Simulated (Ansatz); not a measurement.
Computed with Ansatz on PBE0-D4/def2-TZVP structures; ΔE is electronic, products minus reactants. CBS: MP2 limit from def2 TZ/QZ plus the TZ coupled-cluster correction, frozen cores. DFT in def2-TZVPP. B3LYP here is the variant with VWN-RPA as its local correlation; programs differ in this. Each species was taken in one conformer, which may not be the lowest.

Reaction (ligand exchange at a B–C bond): `B/C=C(/O)OC` + silanol → `BO[SiH3]` + `C=C(O)OC`

```json
{"level": "B3LYP-D4", "ΔE (kJ/mol)": "-106.1"}
{"level": "B3LYP", "ΔE (kJ/mol)": "-106.9"}
{"level": "CCSD/def2-TZVPP", "ΔE (kJ/mol)": "-112.9"}
{"level": "HF/CBS(def2)", "ΔE (kJ/mol)": "-123.4"}
```

(1) What does CCSD(T)/CBS give? (An estimate is asked.)

Largest T1 diagnostic among the species: 0.013.

Answers

(1) The calculation gave: -110.2 kJ/mol. The listed levels differ from it by 4.1, 3.3, -2.7, -13.2 kJ/mol.

In def2-TZVPP, CCSD(T) changes the Hartree–Fock value by +12.3 kJ/mol (the triples alone add +3.4 kJ/mol) and MP2 by +14.3 kJ/mol. From PBE to PBE0 (25 % exact exchange), in def2-TZVPP and without D4, ΔE moves by −5.8 kJ/mol.
